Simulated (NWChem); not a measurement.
System: SiNH5O; SMILES N[SiH2]O

Input file for NWChem:

```
start job
memory heap 200 mb stack 900 mb global 1100 mb
geometry units angstroms noautoz
  Si    -0.469113     0.031487    -0.000660
  N      0.411711    -1.439525     0.004138
  O      0.541997     1.362221     0.006839
  H     -1.334949     0.083329     1.218264
  H     -1.310345     0.017823    -1.235100
  H      0.822933    -1.778107    -0.858144
  H      0.987138    -1.689388     0.800595
  H      0.144439     2.207923     0.233372
end
basis spherical
  * library def2-svp
end
dft
  xc xtpss03 ctpss03
  iterations 150
  mulliken
end
task dft energy
```

Excerpt of the output:

```
             Northwest Computational Chemistry Package (NWChem) 7.3.0
             --------------------------------------------------------

 C1  symmetry detected

                             Geometry "geometry" -> ""
                             -------------------------

 Output coordinates in angstroms (scale by  1.889725989 to convert to a.u.)

  No.       Tag          Charge          X              Y              Z
 ---- ---------------- ---------- -------------- -------------- --------------
    1 Si                  14.0000    -0.46805251     0.02727913    -0.00125369
    2 N                    7.0000     0.41636392    -1.44154207     0.00979662
    3 O                    8.0000     0.53978878     1.36029931    -0.02503998
    4 H                    1.0000    -1.31668555     0.09271343     1.22906156
    5 H                    1.0000    -1.32662484    -0.00406571    -1.22337117
    6 H                    1.0000     0.81617908    -1.79017236    -0.85384469
    7 H                    1.0000     1.00361124    -1.67990129     0.80113534
    8 H                    1.0000     0.14339746     2.20791816     0.19631410

 Effective nuclear repulsion energy (a.u.)     118.9461316282

                                 NWChem DFT Module
                                 -----------------

 Summary of "ao basis" -> "ao basis" (spherical)
 ------------------------------------------------------------------------------
       Tag                 Description            Shells   Functions and Types
 ---------------- ------------------------------  ------  ---------------------
 Si                         def2-svp                 8       18   4s3p1d
 N                          def2-svp                 6       14   3s2p1d
 O                          def2-svp                 6       14   3s2p1d
 H                          def2-svp                 3        5   2s1p

            General Information
            -------------------
          SCF calculation type: DFT
          Wavefunction type:  closed shell.
          No. of atoms     :     8
          No. of electrons :    34
           Alpha electrons :    17
            Beta electrons :    17
          Charge           :     0
          Spin multiplicity:     1
          Use of symmetry is: off; symmetry adaption is: off
          Maximum number of iterations: 150
          AO basis - number of functions:    71
                     number of shells:    35
          Convergence on energy requested:  1.00D-06
          Convergence on density requested:  1.00D-05
          Convergence on gradient requested:  5.00D-04

              XC Information
              --------------
                  TPSS metaGGA Exchange Functional  1.000
             TPSS03 metaGGA Correlation Functional  1.000

             Grid Information
             ----------------
          Grid used for XC integration:  medium
          Radial quadrature: Mura-Knowles
          Angular quadrature: Lebedev.
          Tag              B.-S. Rad. Rad. Pts. Rad. Cut. Ang. Pts.
          ---              ---------- --------- --------- ---------
          Si                  1.10       88           8.0       590
          N                   0.65       49          10.0       434
          O                   0.60       49           9.0       434
          H                   0.35       45          11.0       434
          Grid pruning is: on
          Number of quadrature shells:   411
          Spatial weights used:  Erf1

      Superposition of Atomic Density Guess
      -------------------------------------

 Sum of atomic energies:        -420.17027483

      Non-variational initial energy
      ------------------------------

 Total energy =    -421.321849
 1-e energy   =    -815.538328
 2-e energy   =     275.270347
 HOMO         =      -0.366952
 LUMO         =       0.072594

     ---------------------------------------------
      Total Density - Mulliken Population Analysis
     ---------------------------------------------

    Atom       Charge   Shell Charges
 -----------   ------   -------------------------------------------------------
    1 Si  14    13.07   2.00  1.99  0.92  0.21  5.93  0.99  0.75  0.28
    2 N    7     7.76   1.99  1.03  0.44  2.60  1.70  0.01
    3 O    8     8.79   1.99  1.10  0.64  3.10  1.95  0.00
    4 H    1     1.11   0.71  0.39  0.01
    5 H    1     1.11   0.71  0.40  0.01
    6 H    1     0.75   0.59  0.12  0.05
    7 H    1     0.75   0.59  0.12  0.04
    8 H    1     0.65   0.52  0.07  0.06

   convergence    iter        energy       DeltaE   RMS-Dens  Diis-err
 ---------------- ----- ----------------- --------- --------- ---------
 d= 0,ls=0.0,diis     1   -422.3103211939 -5.41D+02  2.01D-02  5.90D-01
 d= 0,ls=0.0,diis     2   -422.2067732704  1.04D-01  1.34D-02  1.68D+00
 d= 0,ls=0.0,diis     3   -422.3783263092 -1.72D-01  1.99D-03  2.91D-02
 d= 0,ls=0.0,diis     4   -422.3801510230 -1.82D-03  9.30D-04  9.34D-03
 d= 0,ls=0.0,diis     5   -422.3811237003 -9.73D-04  1.88D-04  5.05D-04
  Resetting Diis
 d= 0,ls=0.0,diis     6   -422.3811791939 -5.55D-05  1.60D-05  1.29D-06
 d= 0,ls=0.0,diis     7   -422.3811793581 -1.64D-07  7.22D-06  6.31D-08

         Total DFT energy =     -422.381179358087
      One electron energy =     -818.852885638495
           Coulomb energy =      315.926999123784
    Exchange-Corr. energy =      -38.401424471613
 Nuclear repulsion energy =      118.946131628238

 Numeric. integr. density =       33.999999098554

                       DFT Final Molecular Orbital Analysis
                       ------------------------------------

 Vector   15  Occ=2.000000D+00  E=-2.866835D-01
              MO Center=  1.8D-01,  9.0D-01,  1.1D-01, r^2= 2.2D+00
   Bfn.  Coefficient  Atom+Function         Bfn.  Coefficient  Atom+Function
  ----- ------------  ---------------      ----- ------------  ---------------
    36      0.511290  3 O  px                39      0.359233  3 O  px
    47      0.200288  4 H  s                 35      0.174825  3 O  s
     8     -0.156001  1 Si px                48      0.130664  4 H  s
    23      0.124433  2 N  py                34      0.122655  3 O  s
    21     -0.119741  2 N  s                 52      0.101249  5 H  s

 Vector   16  Occ=2.000000D+00  E=-2.495973D-01
              MO Center= -4.4D-02,  8.2D-01, -8.4D-02, r^2= 2.4D+00
   Bfn.  Coefficient  Atom+Function         Bfn.  Coefficient  Atom+Function
  ----- ------------  ---------------      ----- ------------  ---------------
    38      0.509078  3 O  pz                41      0.381553  3 O  pz
    53      0.242563  5 H  s                 52      0.230216  5 H  s
    47     -0.189855  4 H  s                 48     -0.178961  4 H  s
    10     -0.121204  1 Si pz                22     -0.088694  2 N  px
    36      0.086522  3 O  px                17     -0.084886  1 Si d  1

 Vector   17  Occ=2.000000D+00  E=-2.224029D-01
              MO Center=  2.9D-01, -1.2D+00,  3.6D-02, r^2= 1.5D+00
   Bfn.  Coefficient  Atom+Function         Bfn.  Coefficient  Atom+Function
  ----- ------------  ---------------      ----- ------------  ---------------
    22      0.396300  2 N  px                23      0.368486  2 N  py
    25     -0.314502  2 N  px                26     -0.314191  2 N  py
    35      0.115013  3 O  s                 48     -0.112512  4 H  s
    37     -0.107468  3 O  py                11     -0.102123  1 Si px
    21      0.101386  2 N  s                 20      0.095285  2 N  s

 Vector   18  Occ=0.000000D+00  E= 3.253757D-02
              MO Center=  4.8D-01, -2.8D-01,  1.2D-02, r^2= 5.6D+00
   Bfn.  Coefficient  Atom+Function         Bfn.  Coefficient  Atom+Function
  ----- ------------  ---------------      ----- ------------  ---------------
    21      1.108155  2 N  s                 11     -0.664890  1 Si px
    58     -0.603468  6 H  s                 68     -0.578806  8 H  s
    63     -0.569062  7 H  s                 35      0.535207  3 O  s
    25      0.239658  2 N  px                48     -0.204209  4 H  s
    12      0.198353  1 Si py                20      0.193123  2 N  s

 Vector   19  Occ=0.000000D+00  E= 3.443981D-02
              MO Center= -3.1D-01,  7.5D-01,  6.0D-02, r^2= 4.9D+00
   Bfn.  Coefficient  Atom+Function         Bfn.  Coefficient  Atom+Function
  ----- ------------  ---------------      ----- ------------  ---------------
    21      0.799361  2 N  s                 12      0.789212  1 Si py
    35     -0.689996  3 O  s                 68      0.631204  8 H  s
    58     -0.317705  6 H  s                 63     -0.294155  7 H  s
    39      0.256402  3 O  px                36      0.214785  3 O  px
     9      0.178363  1 Si py                53     -0.165037  5 H  s

 Vector   20  Occ=0.000000D+00  E= 8.711904D-02
              MO Center= -5.3D-01, -4.2D-01,  2.2D-02, r^2= 5.0D+00
   Bfn.  Coefficient  Atom+Function         Bfn.  Coefficient  Atom+Function
  ----- ------------  ---------------      ----- ------------  ---------------
    53      1.435793  5 H  s                 11      1.083767  1 Si px
     4     -1.005734  1 Si s                 63     -0.847373  7 H  s
    48      0.650701  4 H  s                 13      0.513477  1 Si pz
    21      0.467907  2 N  s                  3     -0.382878  1 Si s
    27      0.203291  2 N  pz                 8      0.191698  1 Si px

     ---------------------------------------------
      Total Density - Mulliken Population Analysis
     ---------------------------------------------

[...]
```

Level: TPSS/def2-SVP. Geometry: optimised at PBE0/def2-SVP.
